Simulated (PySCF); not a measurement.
Species: C5H7NO.
Bonds: C1–C2 (triple), C2–C3, C3–O4 (double), C3–N5, N5–C6, N5–C7. Hydrogens: H8 on C1; H9, H10, H11 on C6; H12, H13, H14 on C7.

Torsions of this conformer, `[CH:1]#[C:2][C:3](=[O:4])[N:5]([CH3:6])[CH3:7]`: C2–C3–N5–C6 0°.

The closed-shell ground state was solved at several levels (PySCF, density fitting, gas phase, non-relativistic). Isolated species at its PBE0-D3(BJ)/def2-SVP geometry, gas phase.

```tsv
level	basis functions	total energy (Eh)	HOMO (eV)	LUMO (eV)	gap (eV)	dipole (D)
PBE0/pcSseg-1	154	-324.2370	-7.21	-0.84	6.37	4.01
B3LYP/pcJ-1	259	-324.6700	-6.99	-1.05	5.94	3.96
CAM-B3LYP/def2-SVPD	199	-324.2705	-8.63	0.15	8.78	4.01
```

Problem. Estimate the row for KT2/pcSseg-2, a basis of 350 functions; the other rows only guide the guess.

Solution. Total energy -330.2053 Eh, HOMO -6.08 eV, LUMO -1.85 eV, gap 4.23 eV, dipole 3.80 D.

Problem. Over all these levels, which gives the widest orbital gap and which the narrowest?

Solution. CAM-B3LYP/def2-SVPD (range-separated hybrid) has the widest, 8.78 eV, and KT2/pcSseg-2 (GGA) the narrowest, 4.23 eV. Functional and basis both differ between the two, so the spread mixes both effects.

Problem. How far do the dipole and the HOMO energy spread over the levels?

Solution. The dipole runs from 3.80 to 4.01 D (mean 3.94 D) and the HOMO from -8.63 to -6.08 eV.
